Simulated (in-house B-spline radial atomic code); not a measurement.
A fraction x of an electron is removed from 5s in Rh, starting from [Kr] 4d8 5s1 and keeping the highest spin. Computed with a radial B-spline atomic code at the basis-set limit: non-relativistic PW91, spin-polarised, spherical fractional occupations, point nucleus.

| x | E(x) - E(0) (eV) | 5s up level (eV) |
| --- | --- | --- |
| 0 | 0.0000 | -4.432 |
| 0.06 | 0.2762 | -4.774 |
| 0.14 | 0.6765 | -5.235 |
| 0.25 | 1.2877 | -5.877 |
| 0.41 | 2.3037 | -6.827 |
| 0.5 | 2.9424 | -7.368 |
| 0.55 | 3.3184 | -7.672 |
| 0.66 | 4.1993 | -8.345 |
| 0.84 | 5.8023 | -9.471 |
| 0.88 | 6.1862 | -9.726 |
| 1 | 7.3997 | - |

The exact functional would give a straight line between the two integer points. Deviations E(x) - E(0) - x[E(1) - E(0)], in eV: -0.168 at x = 0.06, -0.359 at x = 0.14, -0.562 at x = 0.25, -0.73 at x = 0.41, -0.757 at x = 0.5, -0.751 at x = 0.55, -0.685 at x = 0.66, -0.413 at x = 0.84, -0.326 at x = 0.88.

The curve lies below the straight line by up to 0.757 eV (at x = 0.5): convex, the delocalisation error that favours fractional charges.

Question: How well does Slater's transition state (minus the level at half occupation) give the ionisation energy?

Answer: It gives 7.368 eV against 7.400 eV from the two total energies; NIST lists 7.46 eV, ground level to ground level.
